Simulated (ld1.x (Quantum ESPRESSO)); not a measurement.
## Mn (Z = 25): excitation energies, all-electron against RRKJ

Mn, norm-conserving RRKJ (Kleinman–Bylander form), made with ld1.x (Quantum ESPRESSO) 7.5 (PBE, scalar-relativistic). Core [Ne] 3s2, reference 3p6 3d5 4s2 4p0. Waves: 4s (bound): rc 2.30 bohr; 3d (bound): rc 1.60 bohr; 3p (bound): rc 1.45 bohr. Local part: the p channel. Core correction: a·sin(br)/r model core inside 0.70 bohr. rho0 = 0.005.

Energies are relative to the spin-unpolarised reference configuration 3p6 3d5 4s2 4p0; without spin polarisation the order of configurations can differ from experiment.

```csv
valence configuration,charge,ΔE all-electron (eV),error AE − PS (meV)
3p6 3d5 4s1 4p0,+1,8.416,-4.0
3p6 3d5 4s0 4p0,+2,24.015,-25
3p6 3d4 4s0 4p0,+3,56.534,+86
3p6 3d6 4s1 4p0,0,-0.358,-39
3p6 3d4 4s2 4p0,+1,13.187,-9.2
3p6 3d5.5 4s1.5 4p0,0,-0.482,-11
3p6 3d5 4s1.5 4p0,+0.5,3.361,-0.9
```

Levels in the configuration 3p6 3d5.5 4s1.5 4p0:

| level | all-electron (eV) | pseudo (eV) |
| --- | --- | --- |
| 3p | -52.336 | -52.236 |
| 3d | -4.891 | -4.864 |
| 4s | -4.583 | -4.595 |

Note: ghost state, extra bound levels that the all-electron valence spectrum of the same l lacks: s at -79.7 eV. A true bound ghost makes a file unfit for plane-wave use.
